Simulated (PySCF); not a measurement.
SMILES C=CCB(O)O at its B3LYP/def2-SVP optimised geometry (Å):

```
13

B      1.2644    -0.4766     0.0000
C      0.4886     0.9179     0.0000
C     -0.8890     0.8135    -0.5859
C     -2.0230     0.6101     0.0989
H      1.0977     1.6697    -0.5283
H      0.4358     1.2429     1.0566
H     -0.9481     0.8498    -1.6823
H     -2.0341     0.5752     1.1945
H     -2.9857     0.4982    -0.4079
O      2.6256    -0.4766     0.0000
H      2.9857    -1.3735     0.0347
O      0.6029    -1.6697     0.0297
H     -0.3577    -1.5473     0.0079
```

Calculation: B3LYP/def2-TZVP (PySCF). Cells within 0.4 Å of a nucleus heavier than hydrogen are left out (blank, or x).

Map of the Laplacian of the electron density (e/bohr⁵), clipped to [-1.50, 1.50] on the plane z = 0.0 Å:

```
|555555555555555555555555555|
|555555555555555555555555555|
|555555555555555555555555555|
|555555555555555555555555555|
|555555555555555555555555555|
|555555555555555555555555555|
|555555555555555555555555555|
|555555555555555555555555555|
|555555555555555555555555555|
|555555555555555455555555555|
|55555555445554xx55555555555|
|5555554xx14543xx55555555555|
|5555553xx355553245556555555|
|555555555555555355664655555|
|5555555555555556xx4xx365555|
|5555555555555555x951x565555|
|555555555555566355563155555|
|55555555555501xx65555255555|
|55555555555555xx65555555555|
|555555555555566665555555555|
|555555555555555555555555555|
|555555555555555555555555555|
|555555555555555555555555555|
|555555555555555555555555555|
|555555555555555555555555555|
|555555555555555555555555555|
|555555555555555555555555555|
```
Scale: ten equal steps from -1.50 (start of '0') to 1.50 (end of '9'), in the order '0123456789'; x runs from -5.00 to 5.00, y from -5.00 (bottom) to 5.00 (top).
